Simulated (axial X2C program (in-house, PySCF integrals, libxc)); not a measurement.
**Potential curves of RuSi, without spin–orbit coupling**

All values were computed with an axial X2C code built on PySCF integrals. Spin-free means the one-electron spin-free X2C Hamiltonian. Basis: Ru dyall-cv3z [12s12p8d5f3g], Si dyall-v3z [8s7p2d1f] (cores contracted in-house); Gaussian nuclei, density fitting, unrestricted open shells. Masses: Ru 101.904 u, Si 27.977 u.

State: M_S = 1, Λ = 2 (beyond evenly filled blocks: σα, δ+α, δ+β, δ-α). Energies in kJ/mol from the fragments at the same level (Ru + Si). Fits are polynomials in 1 − R0/R over 0.85 to 1.23 times the lowest point R0.

| R (Å) | TPSS |
| --- | --- |
| 1.8253 | -279.46 |
| 1.9092 | -346.86 |
| 1.9721 | -376.06 |
| 2.0351 | -391.48 |
| 2.0980 | -396.26 |
| 2.1714 | -391.90 |
| 2.2449 | -379.84 |
| 2.3393 | -357.20 |
| 2.4547 | -323.76 |
| 2.6225 | -271.94 |

The state is a single determinant with fixed occupations, the lowest that a limited PBE0 search found. Dissociation energies refer to the lowest single-determinant-based atoms at the same level and basis. PBE0 can misorder states that lie within some tenths of an eV, so this need not be the ground state of the molecule. The nearest other spin-free determinant of the search, M_S = 1, Λ = 0, lies 0.38 eV up at the distance of the search. Without a current term, density functionals place determinants with orbital angular momentum somewhat too high. The determinant is spin-polarised beyond a pure state at some levels (its spin-free form has ⟨S²⟩ too high), which makes Re and μ there less reliable.

Problem. What are Re, ωe and De at the TPSS level?

Solution. At TPSS, spin-free: Re = 2.101 Å, ωe ≈ 505 cm⁻¹, De = 4.11 eV to Ru + Si; Be follows as 0.174 cm⁻¹.
